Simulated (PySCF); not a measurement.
CH3F3OSi, SMILES O[Si](F)(F)CF.

The structure is a stationary point at ωB97X-D3(BJ)/def2-SVP. This is a generated structure with no PubChem entry under its InChIKey; it may be hypothetical. Other conformers were not sampled.

Two levels are set side by side: TDA-PBE/def2-SVPD (PySCF) and TDA-B3LYP/def2-SVPD (PySCF). Vertical, same geometry. The lowest singlet is HOMO→LUMO 93 % with PBE and HOMO→LUMO 92 % with the other functional; states are paired by order. Differences are taken from unrounded values.

| quantity | TDA-B3LYP |
|---|---|
| lowest singlet excitation (eV) | 7.83 |
| lowest triplet excitation (TDA) (eV) | 7.25 |
| first bright state (f over 0.05) (eV) | 8.36 |
| its oscillator strength | 0.05 |

Question: What does TDA-PBE give, and how far is it from TDA-B3LYP? (Estimate from the structure and the level; the computed values follow.)

Answer: 
| quantity | TDA-PBE | TDA-PBE minus TDA-B3LYP |
|---|---|---|
| lowest singlet excitation (eV) | 7.16 | -0.67 |
| lowest triplet excitation (TDA) (eV) | 6.69 | -0.56 |
| first bright state (f over 0.05) (eV) | 8.72 | 0.36 |
| its oscillator strength | 0.05 | 0.00 |

Functionals without exact exchange tend to place singlet excitations lower, as here. Differences between two approximate levels are no errors against the true value.

Rough cost on one machine, each run with all the roots and properties that it gave: TDA-B3LYP against TDA-PBE about 2 times.
